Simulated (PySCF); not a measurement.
# Structure revision by computed shifts

A compound C$_{7}$H$_{11}$FSi gives the data below (simulated from a calculation) and was assigned the structure `CC(C)C1=C[SiH2]C(F)=C1`.

13C{1H} NMR (computed): δ 152.2 (CH), 146.7 (C), 143.8 (CH), 117.3 (CH2), 93.7 (CH), 41.3 (CH), 24.2 (CH3).

1H NMR (400 MHz, computed): δ 7.06 (m, 1H), 6.49 (m, 1H), 5.55 (m, 1H), 5.28 (m, 1H), 5.24 (m, 1H), 4.77 (m, 1H), 4.56 (m, 1H), 3.01 (m, 1H), 1.95 (d, 3H).

Fast rotation and ring inversion assumed for equivalent nuclei, single conformer, non-relativistic Hamiltonian, no solvent model. NMR shieldings at PBE0/pcSseg-1/GIAO; GFN2-xTB structure; PySCF 2.14.0 with density-fitted response routines.

Scale: 1H (σref 31.72), 13C (σref 186.93) vs TMS (reference shieldings calculated alike).

Question: Compare with the shifts computed for the proposed structure, pairing carbons in order of shift.

Answer: Atom-mapped SMILES (the numbers label the heavy atoms): `[CH3:1][CH:2]([CH3:3])[C:4]1=[CH:5][SiH2:6][C:7]([F:8])=[CH:9]1`. Each H is labelled by its parent atom.

| atom | computed for proposal | given list | difference |
| --- | --- | --- | --- |
| C7 | 189.3 | 152.2 | +37.1 |
| C4 | 176.7 | 146.7 | +30.0 |
| C9 | 129.0 | 143.8 | -14.8 |
| C5 | 110.2 | 117.3 | -7.1 |
| C2 | 42.6 | 93.7 | -51.1 |
| C1 | 23.4 | 41.3 | -17.9 |
| C3 | 23.4 | 24.2 | -0.8 |

The rms difference is 28.0 ppm and the largest -51.1 ppm at C2 (allylic sp3 CH). The proposal also would give 6 carbon signals, not 7. The carbon types in order of shift don't match either: C, C, CH, CH, CH, CH3, CH3 for the proposal against CH, C, CH, CH2, CH, CH, CH3 in the data. The proposal doesn't fit.

Question: Which isomer fits?

Answer: `C=C[C@@H]1[SiH2]/C(=C\C)[C@@H]1F`.

1. Carbon types of the structure: 1 × C, 4 × CH, 1 × CH2, 1 × CH3, leaving 2 H on heteroatoms.
2. δC 152.2, 143.8: alkene CH; the olefinic region.
3. δC 146.7: fully substituted alkene carbon; an sp2 carbon of a C=C bond.
4. δC 117.3: terminal =CH2 carbon; the olefinic region.
5. δC 93.7: allylic sp3 CH bonded to F; deshielded by the electronegative neighbour.

This is the structure that produced the data.

Splittings by 19F in the carbon and heteronuclear signals aren't shown, as no couplings were computed. Shifts are as computed. Against solution values, carbons near 30 ppm lie about +3 ppm off and those near 130 ppm about +5 ppm. Of 1309 compounds with measured shifts, 239 miss one by over three times the rms of a fit or turn the order of signals round; such compounds aren't used in these exercises. No couplings were computed; multiplicities are counted from neighbouring protons, with m where these are inequivalent, close in shift, in a saturated or five-membered ring or joined by F or P, and br s for small geminal =CH2 splittings.
